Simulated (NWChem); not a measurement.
Program: NWChem. System: Tl, charge 0, spin multiplicity 2. Its SCF solution wasn't tested for a lower state. Level: UMP2/def2-TZVP with def2 effective core potentials on Tl, 4 core orbitals frozen.

Output (cleaned and shortened):

```
             Northwest Computational Chemistry Package (NWChem) 7.3.0
             --------------------------------------------------------

                                NWChem Input Module
                                -------------------

 Scaling coordinates for geometry "geometry" by  1.889725989
 (inverse scale =  0.529177249)

                             Geometry "geometry" -> ""
                             -------------------------

 Output coordinates in angstroms (scale by  1.889725989 to convert to a.u.)

  No.       Tag          Charge          X              Y              Z
 ---- ---------------- ---------- -------------- -------------- --------------
    1 Tl                  81.0000     0.00000000     0.00000000     0.00000000

 Effective nuclear repulsion energy (a.u.)       0.0000000000

            Nuclear Dipole moment (a.u.)
            ----------------------------
        X                 Y               Z
 ---------------- ---------------- ----------------
     0.0000000000     0.0000000000     0.0000000000

      Symmetry information
      --------------------

 Group name             D2h
 Group number             26
 Group order               8
 No. of unique centers     1

      Symmetry unique atoms

     1


 Summary of "ao basis" -> "" (spherical)
 ------------------------------------------------------------------------------
       Tag                 Description            Shells   Functions and Types
 ---------------- ------------------------------  ------  ---------------------
 *                         def2-tzvp                  on all atoms

 Summary of "ao basis" -> "ao basis" (spherical)
 ------------------------------------------------------------------------------
       Tag                 Description            Shells   Functions and Types
 ---------------- ------------------------------  ------  ---------------------
 Tl                        def2-tzvp                16       50   6s5p3d2f

                                 NWChem SCF Module
                                 -----------------

  ao basis        = "ao basis"
  functions       =    50
  atoms           =     1
  alpha electrons =    11
  beta  electrons =    10
  charge          =   0.00
  wavefunction    = UHF
  use symmetry    = T
  symmetry adapt  = T

 Summary of "ao basis" -> "ao basis" (spherical)
 ------------------------------------------------------------------------------
       Tag                 Description            Shells   Functions and Types
 ---------------- ------------------------------  ------  ---------------------
 Tl                        def2-tzvp                16       50   6s5p3d2f

      Symmetry analysis of basis
      --------------------------

        ag         12
        au          2
        b1g         3
        b1u         9
        b2g         3
        b2u         9
        b3g         3
        b3u         9

 Forming initial guess at       0.1s

   Symmetry analysis of molecular orbitals - initial alpha
   -------------------------------------------------------

  Numbering of irreducible representations:

     1 ag          2 au          3 b1g         4 b1u         5 b2g
     6 b2u         7 b3g         8 b3u

  Orbital symmetries:

     1 ag          2 b1u         3 b2u         4 b3u         5 b3g
     6 ag          7 b1g         8 b2g         9 ag         10 ag
    11 b3u        12 b1u        13 b2u        14 b3u        15 b2u
    16 b1u        17 ag         18 b1g        19 b2g        20 ag
    21 b3g

   Symmetry analysis of molecular orbitals - initial beta
   ------------------------------------------------------

  Numbering of irreducible representations:

     1 ag          2 au          3 b1g         4 b1u         5 b2g
     6 b2u         7 b3g         8 b3u

  Orbital symmetries:

     1 ag          2 b1u         3 b2u         4 b3u         5 b3g
     6 ag          7 b1g         8 b2g         9 ag         10 ag
    11 b1u        12 b2u        13 b3u        14 b2u        15 b1u
    16 b3u        17 b3g        18 ag         19 ag         20 b1g
    21 b2g

 Starting SCF solution at       0.1s

 ----------------------------------------------
         Quadratically convergent UHF
[...]
 Vector   12  Occ=0.000000D+00  E= 2.522437D-02  Symmetry=b1u
              MO Center= -1.9D-18, -9.0D-18, -9.9D-16, r^2= 8.1D+00
   Bfn.  Coefficient  Atom+Function         Bfn.  Coefficient  Atom+Function
  ----- ------------  ---------------      ----- ------------  ---------------
    21      0.787445  1 Tl pz                12     -0.239815  1 Tl pz
    15      0.200091  1 Tl pz                18      0.168125  1 Tl pz

 Vector   13  Occ=0.000000D+00  E= 5.107956D-02  Symmetry=b3u
              MO Center= -4.0D-18,  9.8D-19, -5.3D-19, r^2= 9.3D+00
   Bfn.  Coefficient  Atom+Function         Bfn.  Coefficient  Atom+Function
  ----- ------------  ---------------      ----- ------------  ---------------
    19      0.916613  1 Tl px                10     -0.213427  1 Tl px
    13      0.205712  1 Tl px

 center of mass
 --------------
 x =   0.00000000 y =   0.00000000 z =   0.00000000

 moments of inertia (a.u.)
 ------------------
           0.000000000000           0.000000000000           0.000000000000
           0.000000000000           0.000000000000           0.000000000000
           0.000000000000           0.000000000000           0.000000000000

  Mulliken analysis of the total density
  --------------------------------------

    Atom       Charge   Shell Charges
 -----------   ------   -------------------------------------------------------
    1 Tl  21    21.00   0.06 -0.56  1.74  0.78  1.05  0.93 -0.55  6.50  0.22  0.56  0.28  9.07  0.88  0.05  0.00  0.00

  Mulliken analysis of the alpha density
  --------------------------------------

    Atom       Charge   Shell Charges
 -----------   ------   -------------------------------------------------------
    1 Tl  21    11.00   0.03 -0.28  0.87  0.39  0.50  0.49 -0.28  3.25  0.19  0.56  0.28  4.52  0.46  0.03  0.00  0.00

   Mulliken analysis of the beta density
   -------------------------------------

    Atom       Charge   Shell Charges
 -----------   ------   -------------------------------------------------------
    1 Tl  21    10.00   0.03 -0.28  0.87  0.39  0.55  0.44 -0.27  3.24  0.03 -0.00  0.00  4.55  0.43  0.02  0.00  0.00

   Mulliken analysis of the spin density
   -------------------------------------

    Atom       Charge   Shell Charges
 -----------   ------   -------------------------------------------------------
    1 Tl  21     1.00  -0.00  0.00 -0.00 -0.00 -0.05  0.05 -0.01  0.01  0.16  0.56  0.28 -0.04  0.03  0.01  0.00 -0.00

       Multipole analysis of the density wrt the origin
       ------------------------------------------------

     L   x y z        total         alpha         beta         nuclear
     -   - - -        -----         -----         ----         -------
     0   0 0 0      0.000000    -11.000000    -10.000000     21.000000

     1   1 0 0      0.000000      0.000000      0.000000      0.000000
     1   0 1 0      0.000000      0.000000      0.000000      0.000000
     1   0 0 1     -0.000000      0.000000     -0.000000      0.000000

     2   2 0 0    -25.812650    -18.339399     -7.473251      0.000000
     2   1 1 0      0.000000      0.000000      0.000000      0.000000
     2   1 0 1      0.000000      0.000000     -0.000000      0.000000
     2   0 2 0    -18.839314    -11.084091     -7.755223      0.000000
     2   0 1 1      0.000000     -0.000000      0.000000      0.000000
     2   0 0 2    -18.839314    -11.084091     -7.755223      0.000000

                   NWChem MP2 Semi-direct Energy/Gradient Module
                   ---------------------------------------------

  Basis functions       =     50
  Molecular orbitals    =     50
  Frozen core           =      4
  Frozen virtuals       =      0
  Active alpha occupied =      7
  Active beta occupied  =      6
  Active alpha virtual  =     39
  Active beta virtual   =     40
  Use MO symmetry       = T
  Use skeleton AO sym   = T

  AO/Fock/Back tols     =   1.0D-09  1.0D-09  1.0D-09

 GA uses MA = F    GA memory limited = T

 Available:
  local mem=  1.26D+08
 global mem=  1.44D+08
 local disk=  0.00D+00
  mp2_memr nvloc                    39
  nvloc new                    39
   1 passes of   7:        3145728                      18744                   1187797.
   1 passes of   7: M    126143209           G      144174200           F     122997481.

 Semi-direct pass number   1 of   1  for UHF alpha       at        0.6s
  vrange nnbf                  1275
  mp2_eaftype                    10  avail_ma_in_mb                  1099
 EAF : mp2_eaftype filesize          10     593898.
  mp2_eaf for mointskh                     10
Node 0 wrote      2.8 Mb in      0.0 s     Agg I/O rate:  1185.1 Mb/s
 Done moints_semi at        1.4s
  mp2_eaftype                    10  avail_ma_in_mb                  1089
 EAF : mp2_eaftype filesize          10     593898.
  mp2_eaf for kh                    10
 Done maket at        1.4s
 Done multipass loop at        1.4s

 GA uses MA = F    GA memory limited = T

 Available:
  local mem=  1.26D+08
 global mem=  1.44D+08
 local disk=  0.00D+00
  mp2_memr nvloc                    40
  nvloc new                    40
   1 passes of   6:        3145728                      17095                   1044742.
   1 passes of   6: M    126143209           G      144174200           F     122997481.

 Semi-direct pass number   1 of   1  for UHF beta        at        1.5s
  vrange nnbf                  1275
  mp2_eaftype                    10  avail_ma_in_mb                  1099
 EAF : mp2_eaftype filesize          10     522371.
  mp2_eaf for mointskh                     10
Node 0 wrote      2.4 Mb in      0.0 s     Agg I/O rate:  1615.3 Mb/s
 Done moints_semi at        2.3s
  mp2_eaftype                    10  avail_ma_in_mb                  1089
 EAF : mp2_eaftype filesize          10     522371.
  mp2_eaf for kh                    10
 Done maket at        2.3s
 Done multipass loop at        2.3s

          -------------------------------------------
          SCF energy                -171.514999103482
          Correlation energy          -0.344496813771
          Singlet pairs                0.000000000000
          Triplet pairs                0.000000000000
          Total MP2 energy          -171.859495917252
          -------------------------------------------

          ---------------------------------------------------
                    Spin Component Scaled (SCS) MP2
          Same spin pairs                     -0.122494387653
          Same spin scaling factor             0.333333333333
          Opposite spin pairs                 -0.222002426118
          Opposite spin scaling fact.          1.200000000000
          SCS-MP2 correlation energy          -0.307234373892
          Total SCS-MP2 energy              -171.822233477374
          ---------------------------------------------------

 -----------------------
 Performance information
 -----------------------

 Timer overhead =  1.16D-07 seconds/call

               Nr. of calls         CPU time (s)                 Wall time (s)                GFlops
             ---------------    -------------------     ------------------------------   -------------------
Name         Min   Avg   Max    Min     Avg     Max     Min     Avg     Max   Mx/calls   Min     Max     Sum
mp2: moin     2     2     2    1.7     1.7     1.7      1.7     1.7     1.7    0.84      0.0     0.0     0.0
mp2: make     2     2     2   3.43E-2 3.43E-2 3.43E-2  3.43E-2 3.43E-2 3.43E-2 1.71E-2   0.0     0.0     0.0
mp2: tota     1     1     1    1.8     1.8     1.8      1.8     1.8     1.8     1.8      0.0     0.0     0.0

 The average no. of pstat calls per process was 5.00D+00
 with a timing overhead of 5.79D-07s

 Task  times  cpu:        2.3s     wall:        2.3s

 Total times  cpu:        2.3s     wall:        2.3s
```

Write an NWChem input that would produce this output.

This is not unique; one that fits is 
```
start mol
memory heap 200 mb stack 900 mb global 1100 mb
geometry units angstroms nocenter noautoz
  Tl     0.000000     0.000000     0.000000
  symmetry group D2h
end
basis spherical
  * library def2-tzvp
end
ecp
  Tl library def2-ecp
end
scf
  uhf
  nopen 1
  maxiter 100
  thresh 1e-7
  semidirect memsize 60000000 filesize 0
  # guess.movecs holds the orbitals of an unrestricted PBE0 run
  vectors input guess.movecs output mol.movecs
end
mp2
  freeze core 4
end
task mp2 energy
```
